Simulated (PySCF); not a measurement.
PySCF 2.14 output of an unrestricted PBE calculation on a single atom or ion in dyall-av3z, with the non-relativistic Hamiltonian (point nucleus):

```
SCF conv_tol = 1e-09
number electrons alpha = 7  beta = 6
    J. P. Perdew, K. Burke, and M. Ernzerhof.,  Phys. Rev. Lett. 77, 3865 (1996)
    J. P. Perdew, K. Burke, and M. Ernzerhof.,  Phys. Rev. Lett. 78, 1396 (1997)
    J. P. Perdew, K. Burke, and M. Ernzerhof.,  Phys. Rev. Lett. 77, 3865 (1996)
    J. P. Perdew, K. Burke, and M. Ernzerhof.,  Phys. Rev. Lett. 78, 1396 (1997)
cycle= 1 E= -288.625946606619  delta_E= -0.0112  |g|= 0.021  |ddm|= 0.199
cycle= 2 E= -288.62608931755  delta_E= -0.000143  |g|= 0.00823  |ddm|= 0.039
cycle= 3 E= -288.626098927158  delta_E= -9.61e-06  |g|= 0.000848  |ddm|= 0.00553
cycle= 4 E= -288.626099271065  delta_E= -3.44e-07  |g|= 0.000195  |ddm|= 0.00142
cycle= 5 E= -288.626099296847  delta_E= -2.58e-08  |g|= 4.63e-05  |ddm|= 0.000397
cycle= 6 E= -288.626099297816  delta_E= -9.69e-10  |g|= 1.83e-06  |ddm|= 5.98e-05
converged SCF energy = -288.626099297816  <S^2> = 0.75086613  2S+1 = 2.0008659
```

The run itself started from symmetry-adapted Hartree-Fock orbitals and held the occupation by maximum overlap, on a logarithmic radial grid, so the iterations belong to that start.

Problem. Which element, charge and spin multiplicity is this?

Solution. Si+ (silicon, charge +1), multiplicity 2; the state was [Ne] 3s2 3d1, 2D determinant (an excited configuration).

The outer electron is Rydberg-like, and this basis confines it to a smaller radius and binds it less than a complete one would.
